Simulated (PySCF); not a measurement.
## Spinor energies of Sm⁵⁸⁺ (samarium, charge +58)

Start: [He] 2s2. Calculated with PySCF 2.14 in an even-tempered Gaussian basis (17 s from 9.6 bohr⁻², ratio 2.6; 13 p from 12 bohr⁻², ratio 2.6; 7 d from 13 bohr⁻², ratio 2.8; 4 f from 240 bohr⁻², ratio 2.8): generalised Hartree-Fock with the X2C-1e Hamiltonian and a Gaussian nucleus; spin-orbit coupling (SO) screened by Boettger's factors.

```json
{"spinor shell": "1s1/2", "electrons": "2", "ε, screened SO (eV)": "-53373.5", "weight of nominal j (screened SO)": "1.000", "rms radius, screened SO (bohr)": "0.0257"}
{"spinor shell": "2s1/2", "electrons": "2", "ε, screened SO (eV)": "-13006.8", "weight of nominal j (screened SO)": "1.000", "rms radius, screened SO (bohr)": "0.0996"}
```

| quantity | screened SO |
| --- | --- |
| E (hartree) | -4985.49948 |
| M_J | 0 |
| ⟨J²⟩ | 0.000 |
| ⟨L²⟩ | 0.000 |
| ⟨S²⟩ | 0.000 |

Breit and QED terms are absent; they matter most for the inner s and p1/2 levels.

Densities and radii are taken from the X2C orbitals without a picture-change correction, which distorts them close to the nucleus.
